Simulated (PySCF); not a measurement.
Fill in the blanks.

Species: C5H5F3.
SMILES: `CCC#CC(F)(F)F`

```json
{"property": "point group", "level": "PBE0-D3(BJ)/def2-SVP", "value": "C1"}
{"property": "rotational constants A, B, C", "level": "PBE0-D3(BJ)/def2-SVP", "value": "?"}
{"property": "dipole moment", "level": "CAM-B3LYP/def2-SVPD", "value": "3.71 D"}
{"property": "HOMO energy", "level": "CAM-B3LYP/def2-SVPD", "value": "?"}
{"property": "LUMO energy", "level": "CAM-B3LYP/def2-SVPD", "value": "0.84 eV"}
{"property": "lowest singlet excitation", "level": "TDDFT CAM-B3LYP/def2-SVPD", "value": "?"}
{"property": "strongest line among the 10 lowest singlet transitions", "level": "TDDFT CAM-B3LYP/def2-SVPD", "value": "?"}
{"property": "lowest triplet excitation (Tamm–Dancoff)", "level": "TDA CAM-B3LYP/def2-SVPD", "value": "?"}
{"property": "static isotropic polarisability", "level": "CAM-B3LYP/def2-SVPD", "value": "63.2 au"}
{"property": "vertical ionisation energy", "level": "ΔSCF CAM-B3LYP/def2-SVPD", "value": "10.86 eV"}
{"property": "electronic spatial extent ⟨r²⟩ about the centre of nuclear charge", "level": "CAM-B3LYP/def2-SVPD", "value": "1344 bohr²"}
{"property": "13C chemical shifts (computed TMS as zero) by class", "level": "GIAO PBE0/pcSseg-1", "value": "119.4 (1 C), 95.1 (1 C), 73.9 (1 C), 14.5 (1 C), 14.2 (1 C) ppm"}
{"property": "1H chemical shifts (computed TMS as zero) by class", "level": "GIAO PBE0/pcSseg-1", "value": "?"}
{"property": "isotropic shieldings of nuclei other than C and H, by class", "level": "GIAO PBE0/pcSseg-1", "value": "240 (3 F) ppm"}
{"property": "largest of the computed one-bond spin–spin couplings (means over like bonds)", "level": "B3LYP/pcJ-1, spin–dipole term left out for some pairs", "value": "?"}
```

The electronic properties come from PySCF, for the isolated species, density fitting. Isolated species at its PBE0-D3(BJ)/def2-SVP geometry, gas phase. NMR classes are plain means over equivalent atoms (diastereotopic ones count apart unless rotation or inversion swaps them), as if these changed places fast; in this geometry the members of some classes differ.

(1) The lowest singlet excitation?

(2) What is the strongest line among the 10 lowest singlet transitions?

(3) Give the rotational constants A, B, C.

(4) What are the largest of the computed one-bond spin–spin couplings (means over like bonds)?

(5) The lowest triplet excitation (Tamm–Dancoff)?

(6) The 1H chemical shifts (computed TMS as zero) by class?

(7) What is the HOMO energy?

Answers

(1) 6.33 eV (196 nm, f = 0.000).

(2) S10 at 9.56 eV (130 nm, f = 0.605).

(3) 4.589, 0.873, 0.850 GHz.

(4) 19F–13C -322.9 (×3), 13C–13C +206.6, 13C–13C +143.6, 13C–1H +137.0 (×2), 13C–1H +136.6 (×3), 13C–13C +72.8, 13C–13C +36.1 Hz.

(5) 5.21 eV.

(6) 2.27 (2 H), 1.21 (3 H) ppm.

(7) -9.89 eV.

No computed singlet falls in the visible range (750 to 380 nm, 1.65 to 3.26 eV); S1 lies 3.07 eV above its blue end. With B = h/(8π²I), that is 505.379 GHz u Å² over I, the principal moments of inertia are 110.1, 579.0 and 594.8 u Å² (most abundant isotopes); the inertial defect Ic − Ia − Ib is -94.3 u Å² (zero for a rigid planar frame, negative otherwise). The rotational constants make it an asymmetric top with κ = (2B − A − C)/(A − C) = -0.99, nearer the prolate limit (−1). The principal polarisabilities are 50.3, 53.2 and 86.3 au; their mean is the isotropic value.

For the spin–spin coupling job (B3LYP/pcJ-1), the run took 71 s wall on Arm Neoverse V2, one thread, shared host, and the process peaked at 1.1 GiB of memory.
